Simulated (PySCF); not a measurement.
# SbOF3: from structure and modes to constants

These are results of PBE0/[Sb def2-SVP with ECP28, O def2-SVP, F def2-SVP], scalar-relativistic core potentials, density fitting, no spin–orbit coupling, PySCF, not measurements.

The singlet minimum has C3v symmetry. Masses (u): Sb 120.90382, O 15.99492, F 18.99840.

```xyz
5
charge 0 multiplicity 1, angstrom
Sb    0.0000   -0.1052   -0.0744
O     0.0000   -1.5820   -1.1190
F     1.4216    0.1915    1.1408
F    -1.4216    0.1915    1.1408
F     0.0000    1.6135   -0.8694
```

Harmonic wavenumbers (cm⁻¹): 166.9 (e, ×2), 211.0 (e, ×2), 229.0 (a1, ×1), 673.4 (a1, ×1), 690.7 (e, ×2), 871.8 (a1, ×1).

(1) Find the vibrational entropy and heat capacity at 298.15 K.

(2) Give the standard entropy (298.15 K, 1 bar) by its translational, rotational, vibrational and spin parts, and Cp.

## Answers

(1) With u = 1.43878 ω/T, each mode gives S = R[u/(eᵘ−1) − ln(1−e⁻ᵘ)] and C = R u² eᵘ/(eᵘ−1)².
```
  ω (cm⁻¹)      u  S (J/(mol K))  C (J/(mol K))
166.9 (×2)  0.806          10.33           7.88
211.0 (×2)  1.018           8.52           7.63
     229.0  1.105           7.90           7.52
     673.4  3.249           1.42           3.69
690.7 (×2)  3.333           1.33           3.54
     871.8  4.207           0.65           2.26
```
The sums over all modes are S = 50.3 and C = 51.6 J/(mol K); the softest mode gives 21 % of the entropy (each member, where degenerate).

(2) Sackur–Tetrode with M = 193.89 u gives 174.5; rotation with symmetry number 3 gives 103.3; vibration 50.3; spin R ln 1 = 0.0. The total is 328.2 J/(mol K), and Cp = 4 R + 51.6 = 84.8 J/(mol K).

This need not be the most stable arrangement of these atoms.
